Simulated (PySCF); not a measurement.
Compounds:

A. SMILES C(C#C)#C[SiH2][Si@H](P)OC
B. `CNC(=O)/C=C/OC(F)(F)F`
C. SMILES C=C1[C@@H](C(=O)O)[C@@H]1O[SiH2]F
D. `C(=C)N1N=NC(C)=C1[SiH3]`

Spectrum 1. ¹H NMR (300 MHz, computed): δ 7.50 (m, 1H), 5.53 (d, 1H), 4.66 (br, 1H), 3.03 (d, 3H). ¹³C{¹H} NMR (computed): δ 165.1 (C), 157.7 (CH), 130.2 (C), 113.6 (CH), 29.5 (CH3).

Spectrum 2. ¹H NMR (300 MHz, computed): δ 6.25 (m, 1H), 6.21 (br s, 1H), 6.09 (m, 1H), 5.11 (m, 1H), 5.02 (m, 1H), 4.41 (m, 1H), 2.60 (m, 1H). ¹³C{¹H} NMR (computed): δ 176.3 (C), 144.2 (C), 116.1 (CH2), 55.7 (CH), 29.4 (CH).

Spectrum 3. ¹H NMR (300 MHz, computed): δ 7.21 (m, 1H), 7.06 (m, 1H), 5.38 (m, 1H), 4.50 (s, 3H), 2.62 (s, 3H). ¹³C{¹H} NMR (computed): δ 156.0 (C), 135.1 (CH), 126.4 (C), 111.1 (CH2), 14.4 (CH3).

Spectrum 4. ¹H NMR (300 MHz, computed): δ 5.81 (m, 1H), 4.36 (m, 1H), 4.10 (m, 1H), 3.96 (s, 3H), 1.43 (s, 1H), 0.82 (m, 2H). ¹³C{¹H} NMR (computed): δ 103.6 (C), 80.0 (C), 74.8 (CH), 74.1 (C), 56.3 (CH3).

[PySCF 2.14: geometry: GFN2-xTB; PBE0/pcSseg-1 with gauge-including orbitals; one averaged value for each set of equivalent atoms; non-relativistic; no solvent; one computed conformer]

Referencing at the same level of theory: ¹H (31.72 ppm) and ¹³C (186.93 ppm) vs TMS. Splittings of carbon signals by F and P are missing where no couplings were computed. Where no couplings were computed, multiplicities follow the n + 1 count of equivalent neighbours, and m marks all less simple cases (inequivalent or close neighbours, rings, F or P nearby). Acid and N–H amide carbonyl carbons lie up to 10 ppm further downfield in solution (hydrogen bonding). Shifts are as computed. Against solution values, carbons near 30 ppm lie about +3 ppm off and those near 130 ppm about +5 ppm. Of 1211 compounds with measured shifts, 218 miss one by over three times the rms of a fit or turn the order of signals round; such compounds aren't used in these exercises. OH and NH positions are gas-phase values without hydrogen bonding to other molecules.

Which spectrum belongs to which compound?

Results:

1–B, 2–C, 3–D, 4–A.

- Spectrum 1 (B): 5 ¹³C signals; δC 165.1 is an amide carbonyl carbon; δC 157.7 is an alkene carbon bearing oxygen.
- Spectrum 2 (C): 5 ¹³C signals; δC 176.3 is a carboxylic acid carbon; δC 144.2 is a fully substituted alkene carbon.
- Spectrum 3 (D): 5 ¹³C signals; δC 135.1 is an alkene CH; δC 111.1 is a terminal =CH2 carbon.
- Spectrum 4 (A): 5 ¹³C signals; δC 103.6 is an alkyne carbon; δC 80.0 is an alkyne carbon.
